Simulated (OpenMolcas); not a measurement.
Pt4+ with its 6 nearest fluoride ions at 1.889 Å, on the Ge site of Cs2GeF6 (a = 9.021 Å, distance in the model lattice 1.804 Å). The rest of the host is ab initio model potentials to 7.6 Å and point charges beyond; the distance is set by hand and nothing relaxes. Ligand basis ANO-RCC-VDZP.
```
Pt    0.0000    0.0000    0.0000
F     1.8890    0.0000    0.0000
F     0.0000    1.8890    0.0000
F    -1.8890    0.0000    0.0000
F     0.0000   -1.8890    0.0000
F     0.0000    0.0000    1.8890
F     0.0000    0.0000   -1.8890
```

- Program: OpenMolcas
- Method: SS-CASPT2, IPEA 0.25 Eh, imaginary shift 0.1 Eh (closed shells correlated: 5s 5p and the ligand valence shells)
- Basis: ANO-RCC-VTZP [8s7p5d3f1g]
- Scalar Hamiltonian: DKH2, point nucleus
- Active space: 6 electrons in 5 orbitals (5d)
- State averaging: 2S+1 = 5 even, 5 roots; 2S+1 = 3 even, 45 roots; 2S+1 = 1 even, 50 roots
- Spin-orbit coupling: state interaction with AMFI integrals over the reference wave functions

Q: What is the spin-free ground state (labels of O, the rotations of Oh)?

A: 1A1, 1-fold in its orbital part; d6 allows 2S+1 = 5, so this is a state of lower spin.

Q: Where is the first state of the same spin?

A: A 3-fold state lies at 33000 cm-1 above the ground state.

Q: What are the lowest two levels with spin-orbit coupling?

A: A 1-fold level, then a 2-fold level 27340 cm-1 above it. Their leading multiplicities are 1 (91 %) and 3 (95 %).

Q: What is χT at 300 K, and how does it compare with the textbook value?

A: The lowest level has 2S+1 = 1, for which the spin-only value is χT = S(S+1) / 2 = 0.000 cm3 K/mol (g = 2). The computed 0.013 at 300 K differs by +0.013, through orbital momentum, spin-orbit coupling and any other state in reach.

Roots that are degenerate in the reference are averaged as groups; the widest CASPT2 spread within a group is 1000 cm-1 (the 3-fold group of multiplicity 1 near 39500 cm-1 above the lowest state of its run). Shifts and gaps below about the spread of the groups concerned are not significant. Over all roots computed the reference weight is 0.67 to 0.70; a low but even weight reflects the number of correlated electrons. The least metal-like active orbital is 68 % on the metal (Löwdin) and no ligand orbital is active, so the numbers are rough, and ground spin, moment and any spin crossover can be artefacts of this space; highly charged d ions in such sites are as a rule low spin. Ligand-to-metal charge-transfer states are missing. With no ligand orbital active B as a rule stays too high, so bands that hang on it stand too high and its fall with covalency is understated. With one d shell and no ligand orbital active, 10Dq can be off by a tenth or more. No measured value stands beside these numbers; the geometry was set by hand and not optimised.
